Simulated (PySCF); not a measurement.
**A parent and its derivatives**

Method: PySCF, TDDFT CAM-B3LYP/def2-SVPD, vertical, gas phase, core orbitals frozen in the response. Geometries: GFN2-xTB; one conformer of each isolated species. Triplets are in the Tamm–Dancoff approximation. 'Strongest' means the level of largest summed f among the lowest 8 singlets; it needn't be the same kind of state in each.

Parent: `C([SiH2]C1=CC1)Cl`, with lowest singlet excitation energy 5.78 eV, energy of the strongest computed level 5.90 eV, oscillator strength of the strongest level 0.16, mean static polarisability 84.9 au, lowest triplet energy 3.74 eV. Its spectrum: 5.78 eV (f 0.002); 5.90 eV (f 0.158); 6.76 eV (f 0.017); 6.90 eV (f 0.001); 7.14 eV (f 0.007).

Shifts from the parent:

```json
{"change": "H on C replaced by CH3", "SMILES": "C[C@H]1C=C1[SiH2]CCl", "Δ S1 (eV)": "-0.35", "Δ strongest (eV)": "-0.06", "Δ f (strongest)": "-0.03", "Δ α (au)": "+12.2", "Δ T1 (eV)": "-0.01"}
{"change": "H on C replaced by Cl", "SMILES": "ClC[SiH2]C1=C[C@@H]1Cl", "Δ S1 (eV)": "-0.42", "Δ strongest (eV)": "+0.37", "Δ f (strongest)": "-0.02", "Δ α (au)": "+13.4", "Δ T1 (eV)": "+0.36"}
{"change": "H on C replaced by CH2OH", "SMILES": "OC[C@@H]1C=C1[SiH2]CCl", "Δ S1 (eV)": "-0.39", "Δ strongest (eV)": "+0.05", "Δ f (strongest)": "-0.06", "Δ α (au)": "+15.0", "Δ T1 (eV)": "+0.08"}
{"change": "H on C replaced by OCH3", "SMILES": "CO[C@H]1C=C1[SiH2]CCl", "Δ S1 (eV)": "-0.56", "Δ strongest (eV)": "+0.60", "Δ f (strongest)": "-0.05", "Δ α (au)": "+16.4", "Δ T1 (eV)": "+0.41"}
```

(1) Predict the same shifts for this change: H on C replaced by CH2F (`FC[C@H]1C=C1[SiH2]CCl`).

Results:

(1) Δ lowest singlet excitation energy -0.09 eV, Δ energy of the strongest computed level +0.04 eV, Δ oscillator strength of the strongest level -0.02, Δ mean static polarisability +11.3 au, Δ lowest triplet energy +0.07 eV. Spectrum: 5.69 eV (f 0.004); 5.94 eV (f 0.140); 6.73 eV (f 0.010); 6.82 eV (f 0.010); 7.13 eV (f 0.003). S1 falls most with H on C replaced by OCH3 (-0.56 eV); all changes lower it. S1 is simply the lowest singlet of each species and needn't be the same kind of state throughout.
